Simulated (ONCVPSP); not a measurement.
Reading a pseudo-wave (oxygen (O))

Columns: radius, all-electron u(r) and pseudo u(r) of the 1s shell (level -523.85 eV) of oxygen in the configuration 1s2 2s2 2p3.5; PW91, scalar-relativistic, ONCV scheme, ONCVPSP 4.0.1.

```csv
r (bohr),all-electron,pseudo
0.075,1.7829,1.5871
0.150,1.9908,2.0996
0.225,1.6867,1.7683
0.300,1.2820,1.2931
0.375,0.9204,0.9200
0.450,0.6385,0.6382
0.525,0.4337,0.4335
0.600,0.2899,0.2897
0.675,0.1917,0.1916
0.750,0.1257,0.1256
0.825,0.0818,0.0817
0.900,0.0530,0.0529
0.975,0.0341,0.0341
1.050,0.0219,0.0219
1.125,0.0141,0.0140
1.200,0.0090,0.0090
1.275,0.0057,0.0057
1.350,0.0037,0.0036
1.425,0.0023,0.0023
1.500,0.0015,0.0015
1.575,0.0009,0.0009
1.650,0.0006,0.0006
1.725,0.0004,0.0004
1.800,0.0002,0.0002
1.875,0.0002,0.0002
1.950,0.0001,0.0001
```

Q: How many radial nodes do the two functions have?

A: The all-electron 1s function has n − l − 1 = 0; the pseudo-wave has 0.

Q: At about which radius was the pseudo-wave matched?

A: 0.40 bohr, where the columns begin to agree (steps of 0.07 bohr).

Q: Where does each function peak?

A: Outermost all-electron maximum near 0.15 bohr, pseudo maximum near 0.15 bohr (to the table’s step).

Q: Is the pseudo-wave norm-conserving?

A: Yes: the ONCV scheme keeps the norm inside the radius equal to the all-electron one, which fixes the energy derivative of the logarithmic derivative at the level.
